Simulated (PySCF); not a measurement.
C4H7O2 (SMILES C[C](C)C(=O)O), doublet, at a GFN2-xTB geometry, with bond 8-1 at 1.6 times its length; PySCF with PBE/3-21G.

The PySCF input:
```python
from pyscf import gto, scf, dft

mol = gto.M(
    atom='''
C    -1.28986600    1.20600367   -0.52834002
C    -0.64636138   -0.01353962    0.00797247
C    -1.45809447   -1.14214370    0.50863910
C     0.77966796   -0.11618269    0.04887456
O     1.40955058   -1.07537170    0.47031015
O     1.42195353    0.98173152   -0.43772242
H    -0.97260672    1.38066510   -1.55834142
H    -0.77437773    2.61076981    0.37309499
H    -2.37296349    1.12834577   -0.49071731
H    -0.80904695   -1.94053958    0.85904228
H    -2.10638575   -0.81547347    1.32486303
H    -2.11134017   -1.52358244   -0.27939076
H     2.37591935    0.83089757   -0.37409126
''',
    basis='3-21g',
    spin=1,
    verbose=4,
)

mf = dft.UKS(mol)
mf.xc = 'pbe'
mf.diis = False
mf.damp = 0.3
mf.diis_start_cycle = 200
mf.max_cycle = 150
mf.kernel()
mf.analyze()
```

What the program printed (banner, timings and long lists left out):

```
PySCF version 2.14.0

[INPUT] verbose = 4
[INPUT] num. atoms = 13
[INPUT] num. electrons = 47
[INPUT] charge = 0
[INPUT] spin (= nelec alpha-beta = 2S) = 1
[INPUT] symmetry False subgroup None
[INPUT] Mole.unit = angstrom
[INPUT] Symbol           X                Y                Z      unit          X                Y                Z       unit  Magmom
[...]
nuclear repulsion = 235.689226968724
number of shells = 44
number of NR pGTOs = 111
number of NR cGTOs = 68
basis = 3-21g
ecp = {}

******** <class 'pyscf.dft.uks.UKS'> ********
method = UKS
initial guess = minao
damping factor = 0.3
level_shift factor = 0
DIIS disabled
SCF conv_tol = 1e-09
SCF conv_tol_grad = None
SCF max_cycles = 150
direct_scf = True
direct_scf_tol = 1e-13
number electrons alpha = 24  beta = 23
XC library pyscf.dft.libxc version 7.1.2
    S. Lehtola, C. Steigemann, M. J. T. Oliveira, and M. A. L. Marques,  SoftwareX 7, 1–5 (2018)
XC functionals = pbe
    J. P. Perdew, K. Burke, and M. Ernzerhof,  Phys. Rev. Lett. 77, 3865 (1996)
    J. P. Perdew, K. Burke, and M. Ernzerhof,  Phys. Rev. Lett. 78, 1396 (1997)
    J. P. Perdew, K. Burke, and M. Ernzerhof,  Phys. Rev. Lett. 77, 3865 (1996)
    J. P. Perdew, K. Burke, and M. Ernzerhof,  Phys. Rev. Lett. 78, 1396 (1997)
radial grids:
    Treutler-Ahlrichs [JCP 102, 346 (1995); DOI:10.1063/1.469408] (M4) radial grids

becke partition: Becke, JCP 88, 2547 (1988); DOI:10.1063/1.454033
pruning grids: <function nwchem_prune>
grids dens level: 3
symmetrized grids: False
atomic radii adjust function: <function treutler_atomic_radii_adjust>
small_rho_cutoff = 0
Set gradient conv threshold to 3.16228e-05
tot grids = 153296
init E= -305.338068769402

cycle= 1 E= -304.712678580806  delta_E= 0.625  |g|= 0.712  |ddm|= 2.55
cycle= 2 E= -304.034637044258  delta_E= 0.678  |g|= 1.28  |ddm|= 1.85
cycle= 3 E= -303.644882816981  delta_E= 0.39  |g|= 1.72  |ddm|= 2.49
cycle= 4 E= -297.921941907013  delta_E= 5.72  |g|= 2.72  |ddm|= 4.31
cycle= 5 E= -285.792636247032  delta_E= 12.1  |g|= 4.83  |ddm|= 11.1
cycle= 6 E= -236.661354774674  delta_E= 49.1  |g|= 6.02  |ddm|= 23.7
cycle= 7 E= -219.473790194658  delta_E= 17.2  |g|= 7.41  |ddm|= 27.6
cycle= 8 E= -219.509115230426  delta_E= -0.0353  |g|= 6.06  |ddm|=   23

cycle= 9 E= -217.111648535481  delta_E=  2.4  |g|= 6.32  |ddm|= 22.3
cycle= 10 E= -222.477297698546  delta_E= -5.37  |g|=  5.9  |ddm|=   22
cycle= 11 E= -217.338329739097  delta_E= 5.14  |g|=  6.7  |ddm|= 22.4
cycle= 12 E= -222.935591123028  delta_E= -5.6  |g|= 6.06  |ddm|= 21.3
cycle= 13 E= -218.146731835498  delta_E= 4.79  |g|= 6.55  |ddm|=   21
cycle= 14 E= -221.212531554862  delta_E= -3.07  |g|=    6  |ddm|= 22.4
cycle= 15 E= -217.495763434918  delta_E= 3.72  |g|= 6.57  |ddm|= 22.1
cycle= 16 E= -222.954344739884  delta_E= -5.46  |g|= 5.97  |ddm|= 21.3
cycle= 17 E= -217.844095980176  delta_E= 5.11  |g|= 6.73  |ddm|=   22
cycle= 18 E= -222.722923883921  delta_E= -4.88  |g|= 5.85  |ddm|= 22.5
cycle= 19 E= -217.94998248228  delta_E= 4.77  |g|= 6.63  |ddm|= 22.1
cycle= 20 E= -220.825144913888  delta_E= -2.88  |g|= 6.06  |ddm|=   22
cycle= 21 E= -217.396588917005  delta_E= 3.43  |g|= 6.54  |ddm|= 21.6
cycle= 22 E= -222.908872306844  delta_E= -5.51  |g|= 5.95  |ddm|= 21.5
cycle= 23 E= -217.9591866717  delta_E= 4.95  |g|= 6.74  |ddm|= 22.3
cycle= 24 E= -222.757249743029  delta_E= -4.8  |g|= 5.87  |ddm|= 22.3
cycle= 25 E= -217.901433544129  delta_E= 4.86  |g|= 6.61  |ddm|= 21.9
cycle= 26 E= -220.861250797715  delta_E= -2.96  |g|= 6.05  |ddm|=   22
cycle= 27 E= -217.408351799536  delta_E= 3.45  |g|= 6.55  |ddm|= 21.7
cycle= 28 E= -222.909832336731  delta_E= -5.5  |g|= 5.95  |ddm|= 21.5
cycle= 29 E= -217.941738971745  delta_E= 4.97  |g|= 6.74  |ddm|= 22.3
cycle= 30 E= -222.760374035639  delta_E= -4.82  |g|= 5.87  |ddm|= 22.3
cycle= 31 E= -217.905111004984  delta_E= 4.86  |g|= 6.61  |ddm|= 21.9
cycle= 32 E= -220.859311938617  delta_E= -2.95  |g|= 6.05  |ddm|=   22
cycle= 33 E= -217.407716257233  delta_E= 3.45  |g|= 6.55  |ddm|= 21.7
cycle= 34 E= -222.90973321114  delta_E= -5.5  |g|= 5.95  |ddm|= 21.5
cycle= 35 E= -217.942161954118  delta_E= 4.97  |g|= 6.74  |ddm|= 22.3
cycle= 36 E= -222.760110641196  delta_E= -4.82  |g|= 5.87  |ddm|= 22.3
cycle= 37 E= -217.905006046807  delta_E= 4.86  |g|= 6.61  |ddm|= 21.9
cycle= 38 E= -220.859297519833  delta_E= -2.95  |g|= 6.05  |ddm|=   22
cycle= 39 E= -217.407716777292  delta_E= 3.45  |g|= 6.55  |ddm|= 21.7
cycle= 40 E= -222.90973460663  delta_E= -5.5  |g|= 5.95  |ddm|= 21.5
cycle= 41 E= -217.942203292098  delta_E= 4.97  |g|= 6.74  |ddm|= 22.3
cycle= 42 E= -222.760110407591  delta_E= -4.82  |g|= 5.87  |ddm|= 22.3
cycle= 43 E= -217.904998346528  delta_E= 4.86  |g|= 6.61  |ddm|= 21.9
cycle= 44 E= -220.85930401334  delta_E= -2.95  |g|= 6.05  |ddm|=   22
cycle= 45 E= -217.40771874144  delta_E= 3.45  |g|= 6.55  |ddm|= 21.7
cycle= 46 E= -222.90973484863  delta_E= -5.5  |g|= 5.95  |ddm|= 21.5
cycle= 47 E= -217.942200359897  delta_E= 4.97  |g|= 6.74  |ddm|= 22.3
cycle= 48 E= -222.760111318681  delta_E= -4.82  |g|= 5.87  |ddm|= 22.3
cycle= 49 E= -217.904998959143  delta_E= 4.86  |g|= 6.61  |ddm|= 21.9
cycle= 50 E= -220.859303843975  delta_E= -2.95  |g|= 6.05  |ddm|=   22
cycle= 51 E= -217.407718674005  delta_E= 3.45  |g|= 6.55  |ddm|= 21.7
cycle= 52 E= -222.909734836195  delta_E= -5.5  |g|= 5.95  |ddm|= 21.5
cycle= 53 E= -217.942200321096  delta_E= 4.97  |g|= 6.74  |ddm|= 22.3
cycle= 54 E= -222.760111285893  delta_E= -4.82  |g|= 5.87  |ddm|= 22.3
cycle= 55 E= -217.904998964552  delta_E= 4.86  |g|= 6.61  |ddm|= 21.9
cycle= 56 E= -220.859303826717  delta_E= -2.95  |g|= 6.05  |ddm|=   22
cycle= 57 E= -217.407718669377  delta_E= 3.45  |g|= 6.55  |ddm|= 21.7
cycle= 58 E= -222.909734835766  delta_E= -5.5  |g|= 5.95  |ddm|= 21.5
cycle= 59 E= -217.94220033302  delta_E= 4.97  |g|= 6.74  |ddm|= 22.3
cycle= 60 E= -222.760111283887  delta_E= -4.82  |g|= 5.87  |ddm|= 22.3
cycle= 61 E= -217.904998962142  delta_E= 4.86  |g|= 6.61  |ddm|= 21.9
[...]
cycle= 133 E= -217.904998962223  delta_E= 4.86  |g|= 6.61  |ddm|= 21.9
cycle= 134 E= -220.859303827992  delta_E= -2.95  |g|= 6.05  |ddm|=   22
cycle= 135 E= -217.407718669796  delta_E= 3.45  |g|= 6.55  |ddm|= 21.7
cycle= 136 E= -222.909734835826  delta_E= -5.5  |g|= 5.95  |ddm|= 21.5
cycle= 137 E= -217.94220033268  delta_E= 4.97  |g|= 6.74  |ddm|= 22.3
cycle= 138 E= -222.76011128408  delta_E= -4.82  |g|= 5.87  |ddm|= 22.3
cycle= 139 E= -217.904998962223  delta_E= 4.86  |g|= 6.61  |ddm|= 21.9
cycle= 140 E= -220.859303827992  delta_E= -2.95  |g|= 6.05  |ddm|=   22
cycle= 141 E= -217.407718669794  delta_E= 3.45  |g|= 6.55  |ddm|= 21.7
cycle= 142 E= -222.909734835825  delta_E= -5.5  |g|= 5.95  |ddm|= 21.5
cycle= 143 E= -217.942200332679  delta_E= 4.97  |g|= 6.74  |ddm|= 22.3
cycle= 144 E= -222.76011128408  delta_E= -4.82  |g|= 5.87  |ddm|= 22.3
cycle= 145 E= -217.904998962221  delta_E= 4.86  |g|= 6.61  |ddm|= 21.9
cycle= 146 E= -220.859303827992  delta_E= -2.95  |g|= 6.05  |ddm|=   22
cycle= 147 E= -217.407718669796  delta_E= 3.45  |g|= 6.55  |ddm|= 21.7
cycle= 148 E= -222.909734835826  delta_E= -5.5  |g|= 5.95  |ddm|= 21.5
cycle= 149 E= -217.94220033268  delta_E= 4.97  |g|= 6.74  |ddm|= 22.3
cycle= 150 E= -222.76011128408  delta_E= -4.82  |g|= 5.87  |ddm|= 22.3
SCF not converged.
SCF energy = -222.76011128408 after 150 cycles  <S^2> = 0.77461623  2S+1 = 2.0244666
**** SCF Summaries ****
Total Energy =                        -222.760111284080267
Nuclear Repulsion Energy =             235.689226968724427
One-electron Energy =                 -827.409102519464795
Two-electron Energy =                  368.959764266660102
Two-electron Coulomb Energy =          411.669538956398810
DFT Exchange-Correlation Energy =      -42.709774689738708
**** MO energy ****
                             alpha | beta                alpha | beta
[...]
To work with the spin densities directly, `use mulliken_meta_spin()` only printing them here.

 ** Mulliken spin pop alpha/beta on meta-lowdin orthogonal AOs **
 ** Mulliken Spin Density (per AO)  **
spin_pop of  0 C 1s       -0.00000
spin_pop of  0 C 2s        0.07651
spin_pop of  0 C 3s        0.00102
spin_pop of  0 C 2px       0.01516
spin_pop of  0 C 2py       0.00220
spin_pop of  0 C 2pz       0.02102
spin_pop of  0 C 3px       0.00682
spin_pop of  0 C 3py       0.04678
spin_pop of  0 C 3pz       0.03246
spin_pop of  1 C 1s        0.00001
spin_pop of  1 C 2s        0.03055
spin_pop of  1 C 3s        0.00136
spin_pop of  1 C 2px       0.06333
spin_pop of  1 C 2py       0.00202
spin_pop of  1 C 2pz       0.00428
spin_pop of  1 C 3px       0.01307
spin_pop of  1 C 3py       0.00003
spin_pop of  1 C 3pz       0.00003
spin_pop of  2 C 1s        0.00000
spin_pop of  2 C 2s       -0.00660
spin_pop of  2 C 3s        0.00104
spin_pop of  2 C 2px      -0.00418
spin_pop of  2 C 2py       0.00297
spin_pop of  2 C 2pz       0.00071
spin_pop of  2 C 3px      -0.00368
spin_pop of  2 C 3py       0.02229
spin_pop of  2 C 3pz       0.00192
spin_pop of  3 C 1s       -0.00000
spin_pop of  3 C 2s        0.00043
spin_pop of  3 C 3s        0.00057
spin_pop of  3 C 2px       0.00463
spin_pop of  3 C 2py       0.00003
spin_pop of  3 C 2pz       0.00004
spin_pop of  3 C 3px       0.00040
spin_pop of  3 C 3py      -0.00009
spin_pop of  3 C 3pz       0.00002
spin_pop of  4 O 1s       -0.00001
spin_pop of  4 O 2s        0.00000
spin_pop of  4 O 3s       -0.00002
spin_pop of  4 O 2px       0.00000
spin_pop of  4 O 2py       0.00000
spin_pop of  4 O 2pz       0.00000
spin_pop of  4 O 3px      -0.00003
spin_pop of  4 O 3py      -0.00003
spin_pop of  4 O 3pz      -0.00000
spin_pop of  5 O 1s       -0.00000
spin_pop of  5 O 2s        0.00000
spin_pop of  5 O 3s        0.00001
spin_pop of  5 O 2px      -0.00000
spin_pop of  5 O 2py       0.00000
spin_pop of  5 O 2pz       0.00001
spin_pop of  5 O 3px       0.00004
spin_pop of  5 O 3py       0.00001
spin_pop of  5 O 3pz       0.00001
spin_pop of  6 H 1s        0.70500
spin_pop of  6 H 2s        0.01237
spin_pop of  7 H 1s        0.02606
spin_pop of  7 H 2s        0.00042
spin_pop of  8 H 1s        0.00289
spin_pop of  8 H 2s        0.00212
spin_pop of  9 H 1s       -0.08519
spin_pop of  9 H 2s       -0.00033
spin_pop of  10 H 1s        0.00070
spin_pop of  10 H 2s       -0.00095
spin_pop of  11 H 1s        0.00088
spin_pop of  11 H 2s       -0.00111
spin_pop of  12 H 1s        0.00000
spin_pop of  12 H 2s        0.00000
 ** Mulliken Spin Density (per atom)  **
spin density of  0 C =      0.20196
spin density of  1 C =      0.11468
spin density of  2 C =      0.01448
spin density of  3 C =      0.00602
spin density of  4 O =     -0.00008
spin density of  5 O =      0.00008
spin density of  6 H =      0.71737
spin density of  7 H =      0.02647
spin density of  8 H =      0.00502
spin density of  9 H =     -0.08553
spin density of  10 H =     -0.00026
spin density of  11 H =     -0.00023
spin density of  12 H =      0.00000
 ** Mulliken pop alpha/beta on meta-lowdin orthogonal AOs **
 ** Mulliken pop       alpha | beta **
In total            24.00000 | 23.00000
 ** Mulliken atomic charges   ( Nelec_alpha | Nelec_beta ) **
charge of  0C =     -4.32742  (     5.26469      5.06273 )
charge of  1C =     -3.53961  (     4.82715      4.71246 )
charge of  2C =     -4.85500  (     5.43474      5.42026 )
charge of  3C =      3.85195  (     1.07703      1.07101 )
charge of  4O =      5.99767  (     1.00112      1.00121 )
charge of  5O =      5.99645  (     1.00182      1.00174 )
charge of  6H =     -0.28597  (     1.00167      0.28430 )
charge of  7H =     -0.76711  (     0.89679      0.87032 )
charge of  8H =     -1.17664  (     1.09083      1.08581 )
charge of  9H =      0.27581  (     0.31933      0.40486 )
charge of  10H =     -1.08533  (     1.04254      1.04279 )
charge of  11H =     -1.08455  (     1.04216      1.04239 )
charge of  12H =      0.99975  (     0.00013      0.00013 )
Dipole moment(X, Y, Z, Debye): 232.22912, -6.98223, -1.67789
```

Convergence was not reached.
